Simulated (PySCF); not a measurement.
Species: 2-bromobutane, C₄H₉Br.
SMILES with atom numbers: `[CH3:1][CH2:2][C@H:3]([CH3:4])[Br:5]` (hydrogens: H6, H7, H8 on C1; H9, H10 on C2; H11 on C3; H12, H13, H14 on C4)

Structure used (PBE0-D3(BJ)/def2-TZVP), in Å, numbered top down from 1:
```xyz
14
C4H9Br angstrom
C      1.853   -0.331    0.510
C      0.638   -0.194   -0.387
C     -0.645    0.170    0.330
C     -1.857    0.158   -0.569
Br    -0.483    1.957    1.147
H      1.687   -1.086    1.283
H      2.081    0.613    1.008
H      2.729   -0.631   -0.068
H      0.446   -1.149   -0.893
H      0.823    0.542   -1.176
H     -0.795   -0.482    1.192
H     -1.988   -0.846   -0.985
H     -1.734    0.858   -1.397
H     -2.762    0.424   -0.023
```

Level of theory: TDDFT CAM-B3LYP/aug-cc-pVTZ, vertical, gas phase, core orbitals frozen in the response in PySCF 2.14.0, density-fitted response routines. Isolated species at its PBE0-D3(BJ)/def2-TZVP geometry (one conformer only). The CAM-B3LYP/aug-cc-pVTZ calculation is non-relativistic and has no spin–orbit coupling, an omission that weighs most on bromine.

Ground-to-excited transition dipoles (e·a0, same axes as the geometry; the sign carries no meaning), for the states with f of 0.002 or more among the lowest 10:

| state | E (eV) | μx | μy | μz |
| --- | --- | --- | --- | --- |
| S3 | 7.070 | 0.313 | -0.063 | 0.411 |
| S4 | 7.110 | 0.458 | -0.048 | -0.316 |
| S5 | 7.638 | 0.022 | -0.340 | 0.161 |
| S6 | 7.673 | -0.134 | -0.209 | 0.096 |
| S8 | 7.804 | -0.056 | -0.190 | -0.008 |
| S9 | 7.836 | -0.138 | 0.183 | -0.063 |
| S10 | 7.865 | 0.164 | 0.084 | -0.136 |

(1) What oscillator strength does each state have?

(2) Which bond between heavy atoms lies closest to the direction of the S4 transition dipole?

(3) What angle do the transition dipoles of S4 and S6 make?

(4) How is the summed strength of these states shared among x, y and z?

(5) What peak molar absorption coefficient would the strongest computed level give as a lone Gaussian band 0.3 eV wide at half height?

Results:

(1) f = (2/3) ΔE |μ|² with ΔE in hartree (27.2114 eV).

| state | \|μ\|² (au) | \|μ\| (D) | f |
| --- | --- | --- | --- |
| S3 | 0.271 | 1.32 | 0.047 |
| S4 | 0.312 | 1.42 | 0.054 |
| S5 | 0.142 | 0.96 | 0.027 |
| S6 | 0.071 | 0.68 | 0.013 |
| S8 | 0.039 | 0.50 | 0.008 |
| S9 | 0.056 | 0.60 | 0.011 |
| S10 | 0.052 | 0.58 | 0.010 |

(2) C2–C3, at 10° from it; next C1–C2 and C3–C4 at 71°.

(3) |cos θ| = |μa·μb| / (|μa| |μb|) = 0.55, so θ ≈ 57° (taken between 0 and 90°, since the signs are arbitrary).

(4) (2/3) Σ ΔE μα² gives 0.066 for x, 0.046 for y and 0.058 for z, 0.170 in all.

(5) ε(max) = 2.175×10⁸ f / FWHM, with the width in cm⁻¹. S4: 2.175×10⁸ × 0.0543 / 2420 ≈ 4900 L mol⁻¹ cm⁻¹.

Without π bonds the low states may be Rydberg-like; a valence basis with one diffuse set may place them up to an eV too high.
